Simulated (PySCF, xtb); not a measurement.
PbI3, SMILES [I][Pb-]([I])[I], charge -1.

Harmonic wavenumbers (cm⁻¹) from GFN2-xTB (xtb) at its own minimum, in rising order: 42, 42, 54, 149, 149, 156.

What does PySCF with PBE-D3(BJ)/def2-SVPD give at its own minimum? (Estimate from the structure and the level; the computed values follow.)

33, 33, 40, 125, 125, 130. Paired by order, the mean absolute difference is 18 cm⁻¹ and the zero-point energies are 0.8 and 0.7 kcal/mol.
